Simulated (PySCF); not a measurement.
C3H7FSi, SMILES FC1C[SiH2]C1.

Geometry: ωB97X-D3(BJ)/def2-SVP. This is a generated structure with no PubChem entry under its InChIKey; it may be hypothetical.

These are PBE/def2-TZVP in PySCF values and carry that method's errors.

Symmetry labels are those of the subgroup Cs that the program uses (full group Cs).

Q: List the valence orbital energies around the gap with their symmetry. (An estimate is asked for; the answer gives what the named calculation found.)

A: 
```csv
orbital,symmetry,energy (eV)
HOMO−7,A",-10.59
HOMO−6,A',-9.81
HOMO−5,A",-9.71
HOMO−4,A',-8.68
HOMO−3,A',-8.11
HOMO−2,A",-7.71
HOMO−1,A",-7.14
HOMO,A',-7.06
LUMO,A",-0.57
LUMO+1,A',0.10
LUMO+2,A',0.24
LUMO+3,A',0.87
```
